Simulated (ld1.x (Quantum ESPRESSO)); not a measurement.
**Plane-wave convergence, TM potential for phosphorus (P)**

| Quantity | Value |
| --- | --- |
| Element | P |
| Generator | ld1.x (Quantum ESPRESSO) 7.5 |
| Type | norm-conserving Troullier–Martins (Kleinman–Bylander form) |
| Functional | PBE |
| Relativity | scalar-relativistic |
| Frozen core | [He] |
| Valence charge | 13 |
| Reference configuration | 2s2 2p6 3s2 3p3 |
| Partial waves | 2s (bound): rc 0.75 bohr; 2p (bound): rc 0.85 bohr; 3d channel at 0.3 Ry: rc 0.65 bohr |
| Local potential | all-electron potential smoothed inside 0.55 bohr (lloc = -2) |
| Core correction | none |

Occupied shells without a wave of their own: 3p, 3s. They enter only through the test configuration that unscreens the potential.

The pseudo-atom Hamiltonian at the reference potential is diagonalised in spherical Bessel functions j_l(qr) that vanish at 20 bohr, with q² up to the cutoff. All-electron valence levels (Ry): 2s -12.7881, 3s -1.0267, 2p -9.1501, 3p -0.4047.

Question: How do the lowest levels (Ry) of each channel move with the cutoff, and are there ghosts?

Answer:

```csv
cutoff (Ry),s #1,s #2,s #3,p #1,p #2,p #3,d #1,d #2,f #1,Σ f·Δε (mRy)
8,-7.7386,-0.4295,0.0083,-1.1917,0.0050,0.0877,0.0641,0.1443,0.1143,60247.3
18,-11.0576,-0.7829,-0.0137,-2.3353,-0.0314,0.0652,0.0639,0.1426,0.1143,45931.4
35,-12.5163,-0.9830,-0.0254,-3.9510,-0.1015,0.0487,0.0637,0.1419,0.1143,32709.3
55,-12.7541,-1.0311,-0.0283,-5.4126,-0.1778,0.0402,0.0637,0.1415,0.1143,23139.3
90,-12.7636,-1.0343,-0.0285,-7.4747,-0.2953,0.0325,0.0637,0.1414,0.1143,10388.7
140,-12.7839,-1.0353,-0.0285,-8.8529,-0.3739,0.0287,0.0636,0.1413,0.1143,1841.4
230,-12.7874,-1.0354,-0.0285,-9.1475,-0.3908,0.0280,0.0636,0.1413,0.1143,15.2
400,-12.7882,-1.0355,-0.0285,-9.1497,-0.3910,0.0279,0.0636,0.1413,0.1143,0.0
```

Result: no extra level below or beside the all-electron valence levels (s, p, d, f tested); 10 mRy is reached at 260 Ry and 1 mRy at over 300 Ry.

Its largest configuration-test error is +1364 meV.
